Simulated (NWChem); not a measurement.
C$_{3}$H$_{7}$S, doublet; SMILES [C](S)(C)C

```xyz
11

C      1.3049    -1.0889    -0.0285
C      0.0064    -0.3806     0.1535
C     -1.2832    -1.1049    -0.0167
S      0.0725     1.3557    -0.0621
H      1.5198    -1.3183    -1.0926
H      1.2961    -2.0519     0.5083
H      2.1510    -0.4963     0.3530
H     -2.1201    -0.5864     0.4797
H     -1.5650    -1.2209    -1.0837
H     -1.2157    -2.1181     0.4116
H     -1.2032     1.6268     0.2919
```
Atoms are numbered in this order, from 1.

Results from NWChem. Pople sets run with spherical d functions. Spin-unrestricted. All runs use the structure optimised with PBE0/def2-SVP, spin-unrestricted. No frequency run checked for a minimum. No stability test was run on the SCF state. Level: M05-2X/6-31G* with SMD (1 M gas to 1 M solution), gas-phase geometry. Reactions with the solvent are ignored.

### Question
What does the run give for solvent acetone? Quantities: solvation free energy (kcal/mol); cavity-dispersion-structure term (kcal/mol); dipole in solution (D).

### Answer
```
Item                                         Value
-------------------------------------------  -----
solvation free energy (kcal/mol)              -4.6
cavity-dispersion-structure term (kcal/mol)   -1.5
dipole in solution (D)                        1.85
```
